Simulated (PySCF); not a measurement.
PySCF input (M06-2X/def2-TZVPD):

```python
from pyscf import gto, scf, dft

mol = gto.M(
    atom='''
    O    -0.00000000   -0.00000000   -1.51012766
    Si    0.00000000    0.00000000    0.00000000
    O     0.00000000    0.00000000    1.51012766
    ''',
    basis='def2-tzvpd',
    charge=-1,
    spin=1,
    symmetry='D2h',
    verbose=4,
)

mf = dft.UKS(mol, xc='m062x').density_fit(auxbasis='def2-universal-jkfit')
mf.grids.level = 4
mf.conv_tol = 1e-9
mf.max_cycle = 100
mf.max_memory = 1500
mf.kernel()
if not mf.converged:
    mf = mf.newton()
    mf.kernel(mf.make_rdm1())
mf.analyze()
```

Output:

```
PySCF version 2.14.0

[INPUT] verbose = 4
[INPUT] num. atoms = 3
[INPUT] num. electrons = 31
[INPUT] charge = -1
[INPUT] spin (= nelec alpha-beta = 2S) = 1
[INPUT] symmetry D2h subgroup None
[INPUT] Mole.unit = angstrom
[INPUT] Symbol           X                Y                Z      unit          X                Y                Z       unit  Magmom
[INPUT]  1 O      0.000000000000   0.000000000000  -1.510127660000 AA    0.000000000000   0.000000000000  -2.853727690530 Bohr   0.0
[INPUT]  2 Si     0.000000000000   0.000000000000   0.000000000000 AA    0.000000000000   0.000000000000   0.000000000000 Bohr   0.0
[INPUT]  3 O      0.000000000000   0.000000000000   1.510127660000 AA    0.000000000000   0.000000000000   2.853727690530 Bohr   0.0

nuclear repulsion = 89.7072277952448
point group symmetry = Dooh, use subgroup D2h
symmetry origin: [0. 0. 0.]
symmetry axis x: [1. 0. 0.]
symmetry axis y: [0. 1. 0.]
symmetry axis z: [0. 0. 1.]
num. orbitals of irrep Ag = 30
num. orbitals of irrep B1g = 7
num. orbitals of irrep B2g = 12
num. orbitals of irrep B3g = 12
num. orbitals of irrep Au = 5
num. orbitals of irrep B1u = 25
num. orbitals of irrep B2u = 16
num. orbitals of irrep B3u = 16
number of shells = 43
number of NR pGTOs = 179
number of NR cGTOs = 123
basis = def2-tzvpd
ecp = {}

******** <class 'pyscf.df.df_jk.DFSymAdaptedUKS'> ********
method = DFSymAdaptedUKS
initial guess = minao
damping factor = 0
level_shift factor = 0
DIIS = <class 'pyscf.scf.diis.CDIIS'>
diis_start_cycle = 1
diis_space = 8
diis_damp = 0
SCF conv_tol = 1e-09
SCF conv_tol_grad = None
SCF max_cycles = 100
direct_scf = False
number electrons alpha = 16  beta = 15
XC library pyscf.dft.libxc version 7.1.2
    S. Lehtola, C. Steigemann, M. J. T. Oliveira, and M. A. L. Marques,  SoftwareX 7, 1–5 (2018)
XC functionals = m062x
    Y. Zhao and D. G. Truhlar,  Theor. Chem. Acc. 120, 215 (2008)
    Y. Zhao and D. G. Truhlar,  Theor. Chem. Acc. 120, 215 (2008)
radial grids:
    Treutler-Ahlrichs [JCP 102, 346 (1995); DOI:10.1063/1.469408] (M4) radial grids

becke partition: Becke, JCP 88, 2547 (1988); DOI:10.1063/1.454033
pruning grids: <function nwchem_prune>
grids dens level: 4
symmetrized grids: D2h
[...]
beta  HOMO (B2g) = -0.179810730569195  LUMO (Ag) = 0.102529560272039
  HOMO = -0.015977611939  LUMO = 0.102529560272  gap/eV = 3.22474
Extra cycle  E= -440.007389005499  delta_E= -1.98e-11  |g|= 4.05e-06  |ddm|= 0.000125
converged SCF energy = -440.007389005499  <S^2> = 0.76447246  2S+1 = 2.0144205
**** SCF Summaries ****
Total Energy =                        -440.007389005499078
Nuclear Repulsion Energy =              89.707227795244819
One-electron Energy =                 -794.458744803194804
Two-electron Energy =                  264.744128002450964
Two-electron Coulomb Energy =          303.032088925744119
DFT Exchange-Correlation Energy =      -38.287960923293141
HOMO-LUMO gap [eV] =                     3.224744409171855
Wave-function symmetry = Ag
alpha occupancy for each irrep:     Ag  B1g  B2g  B3g   Au  B1u  B2u  B3u
                                     6    0    1    1    0    4    2    2
beta  occupancy for each irrep:     Ag  B1g  B2g  B3g   Au  B1u  B2u  B3u
                                     5    0    1    1    0    4    2    2
**** MO energy ****
alpha MO #1 (Ag #1), energy= -66.8167293633742 occ= 1
alpha MO #2 (B1u #1), energy= -19.3958301834638 occ= 1
alpha MO #3 (Ag #2), energy= -19.3958181312412 occ= 1
alpha MO #4 (Ag #3), energy= -5.3543353583058 occ= 1
alpha MO #5 (B2u #1), energy= -3.6653476978471 occ= 1
alpha MO #6 (B3u #1), energy= -3.66534769784709 occ= 1
alpha MO #7 (B1u #2), energy= -3.66136124648926 occ= 1
alpha MO #8 (Ag #4), energy= -0.867768774279064 occ= 1
alpha MO #9 (B1u #3), energy= -0.844088282089025 occ= 1
alpha MO #10 (Ag #5), energy= -0.315107399662388 occ= 1
alpha MO #11 (B1u #4), energy= -0.248331903594966 occ= 1
alpha MO #12 (B2u #2), energy= -0.220781691062824 occ= 1
alpha MO #13 (B3u #2), energy= -0.220781691062819 occ= 1
alpha MO #14 (B2g #1), energy= -0.174238378629144 occ= 1
alpha MO #15 (B3g #1), energy= -0.174238378629145 occ= 1
alpha MO #16 (Ag #6), energy= -0.0159776119389505 occ= 1
alpha MO #17 (Ag #7), energy= 0.1875383805409 occ= 0
alpha MO #18 (B1u #5), energy= 0.191704904075639 occ= 0
alpha MO #19 (B2u #3), energy= 0.210275253862689 occ= 0
alpha MO #20 (B3u #3), energy= 0.210275253862691 occ= 0
alpha MO #21 (Ag #8), energy= 0.253449986364184 occ= 0
alpha MO #22 (B2g #2), energy= 0.254303732699882 occ= 0
alpha MO #23 (B3g #2), energy= 0.254303732699901 occ= 0
alpha MO #24 (B2u #4), energy= 0.268187955744502 occ= 0
alpha MO #25 (B3u #4), energy= 0.268187955744501 occ= 0
alpha MO #26 (B1g #1), energy= 0.278491504598987 occ= 0
alpha MO #27 (Ag #9), energy= 0.278491797010827 occ= 0
alpha MO #28 (B1u #6), energy= 0.357166551744271 occ= 0
alpha MO #29 (Ag #10), energy= 0.380630454934774 occ= 0
alpha MO #30 (B2g #3), energy= 0.426577535610411 occ= 0
alpha MO #31 (B3g #3), energy= 0.426577535610372 occ= 0
alpha MO #32 (Ag #11), energy= 0.437852021694141 occ= 0
alpha MO #33 (B2u #5), energy= 0.488773545252191 occ= 0
alpha MO #34 (B3u #5), energy= 0.488773545252166 occ= 0
alpha MO #35 (B1u #7), energy= 0.491530958066271 occ= 0
alpha MO #36 (B1g #2), energy= 0.530399695406749 occ= 0
alpha MO #37 (Ag #12), energy= 0.530402425355753 occ= 0
alpha MO #38 (Ag #13), energy= 0.578963722992881 occ= 0
alpha MO #39 (B1u #8), energy= 0.593877360692197 occ= 0
alpha MO #40 (Au #1), energy= 0.593877373010226 occ= 0
alpha MO #41 (B2g #4), energy= 0.661612483831817 occ= 0
alpha MO #42 (B3g #4), energy= 0.661612483831822 occ= 0
alpha MO #43 (B2u #6), energy= 0.717409979657295 occ= 0
alpha MO #44 (B3u #6), energy= 0.717409979657296 occ= 0
alpha MO #45 (B1g #3), energy= 0.744119623566078 occ= 0
alpha MO #46 (Ag #14), energy= 0.744119871180587 occ= 0
alpha MO #47 (B2g #5), energy= 0.780762679070919 occ= 0
alpha MO #48 (B3g #5), energy= 0.780762679070896 occ= 0
alpha MO #49 (B1u #9), energy= 0.78866188320287 occ= 0
alpha MO #50 (B1u #10), energy= 0.849257109368843 occ= 0
alpha MO #51 (Ag #15), energy= 0.860258549833965 occ= 0
alpha MO #52 (Ag #16), energy= 1.01740567092833 occ= 0
alpha MO #53 (B2u #7), energy= 1.01746826728822 occ= 0
alpha MO #54 (B3u #7), energy= 1.01746826728824 occ= 0
alpha MO #55 (B1u #11), energy= 1.04466491695299 occ= 0
alpha MO #56 (B2g #6), energy= 1.15910467283672 occ= 0
alpha MO #57 (B3g #6), energy= 1.15910467283664 occ= 0
alpha MO #58 (Ag #17), energy= 1.20215757024485 occ= 0
alpha MO #59 (B2u #8), energy= 1.20511964635143 occ= 0
alpha MO #60 (B3u #8), energy= 1.20511964635144 occ= 0
alpha MO #61 (B1u #12), energy= 1.20733385388568 occ= 0
alpha MO #62 (B1g #4), energy= 1.28453861512058 occ= 0
alpha MO #63 (Ag #18), energy= 1.28454337836367 occ= 0
alpha MO #64 (Au #2), energy= 1.34093213560998 occ= 0
alpha MO #65 (B1u #13), energy= 1.34093873873464 occ= 0
alpha MO #66 (Ag #19), energy= 1.34200159082881 occ= 0
alpha MO #67 (B2u #9), energy= 1.45721318973971 occ= 0
alpha MO #68 (B3u #9), energy= 1.45721318973971 occ= 0
alpha MO #69 (B2g #7), energy= 1.49066313714691 occ= 0
alpha MO #70 (B3g #7), energy= 1.49066313714677 occ= 0
alpha MO #71 (Ag #20), energy= 1.65744706372464 occ= 0
alpha MO #72 (B2u #10), energy= 1.74507948428439 occ= 0
alpha MO #73 (B3u #10), energy= 1.74507948428443 occ= 0
alpha MO #74 (B1u #14), energy= 1.94457229353322 occ= 0
alpha MO #75 (B1g #5), energy= 2.00752831807976 occ= 0
alpha MO #76 (Ag #21), energy= 2.00752866713454 occ= 0
alpha MO #77 (Au #3), energy= 2.0923271404802 occ= 0
alpha MO #78 (B1u #15), energy= 2.09233031011497 occ= 0
alpha MO #79 (B2g #8), energy= 2.28813149242966 occ= 0
alpha MO #80 (B3g #8), energy= 2.28813149242965 occ= 0
alpha MO #81 (B1u #16), energy= 2.51003056260028 occ= 0
alpha MO #82 (B2u #11), energy= 2.53856150721417 occ= 0
alpha MO #83 (B3u #11), energy= 2.53856150721418 occ= 0
alpha MO #84 (Ag #22), energy= 2.63305349719789 occ= 0
alpha MO #85 (B1u #17), energy= 2.73478507397814 occ= 0
alpha MO #86 (B2g #9), energy= 3.20233643664196 occ= 0
alpha MO #87 (B3g #9), energy= 3.2023364366419 occ= 0
alpha MO #88 (Ag #23), energy= 3.30701676664888 occ= 0
alpha MO #89 (B1u #18), energy= 3.31380000159263 occ= 0
alpha MO #90 (B2u #12), energy= 3.42646184817454 occ= 0
alpha MO #91 (B3u #12), energy= 3.42646184817455 occ= 0
alpha MO #92 (Ag #24), energy= 4.20344821743144 occ= 0
alpha MO #93 (B1u #19), energy= 4.89518754425746 occ= 0
alpha MO #94 (B1g #6), energy= 5.38560400212854 occ= 0
alpha MO #95 (Ag #25), energy= 5.38562115250614 occ= 0
alpha MO #96 (B2g #10), energy= 5.39238539595904 occ= 0
alpha MO #97 (B3g #10), energy= 5.39238539595905 occ= 0
alpha MO #98 (B2u #13), energy= 5.40630154658291 occ= 0
alpha MO #99 (B3u #13), energy= 5.40630154658288 occ= 0
alpha MO #100 (Au #4), energy= 5.53259829512586 occ= 0
alpha MO #101 (B1u #20), energy= 5.53262106579445 occ= 0
alpha MO #102 (B2g #11), energy= 5.55120875020559 occ= 0
[...]
```

This state (charge -1, doublet) is run at the relaxed geometry of the species with charge 0 and multiplicity 1.
